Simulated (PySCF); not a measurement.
OTe (SMILES O=[Te]), triplet, geometry from GFN2-xTB (core potentials on Te), atoms displaced at random by about 0.03 Å a coordinate. Base run: PySCF with TPSS/def2-SVP, gradient.

Here is a job for PySCF.
```python
from pyscf import gto, scf, dft

mol = gto.Mole()
mol.atom = '''
    O     0.024916   -0.019994   -1.537993
    Te    0.009897   -0.023647    0.214069
'''
mol.basis = 'def2-svp'
mol.ecp = {'Te': 'def2-svp'}
mol.charge = 0
mol.spin = 2
mol.verbose = 4
mol.build()

mf = dft.UKS(mol)
mf.xc = 'tpss'
mf.kernel()
g = mf.nuc_grad_method()
grad = g.kernel()
```

The coordinate followed is x of atom 2.

The base run was repeated with changes; each row names its change, and settings that it needs were set with it.

| change | dE/dx (Eh/bohr) | net force (Eh/bohr) |
|---|---|---|
| base | 0.000894 | 0.000021 |
| grids.level = 5; grid_response = on | 0.000890 | 0.000000 |
| conv_tol = 1e-4 | 0.000896 | 0.000021 |
| finite difference step (bohr) = 1e-3; conv_tol = 1e-11 | 0.000891 | - |
| grids.level = 1; grid_response = on | 0.000845 | 0.000000 |
| grids.level = 0; grid_response = off | 0.001034 | 0.008676 |
| finite difference step (bohr) = 0.01; conv_tol = 1e-11 | 0.000891 | - |
| density fitting = on; auxbasis_response = off | 0.000894 | 0.001911 |
| finite difference step (bohr) = 0.2; conv_tol = 1e-11 | 0.000860 | - |
| grids.level = 1; grid_response = off | 0.000888 | 0.000359 |
| finite difference step (bohr) = 1e-5; conv_tol = 1e-11 | 0.000891 | - |
| grids.level = 5; grid_response = off | 0.000891 | 0.000011 |

The net force is zero for an exact gradient.

Open shells are given as the SCF converged; they aren't shown to be the lowest states, and a large step between rows can be another state.
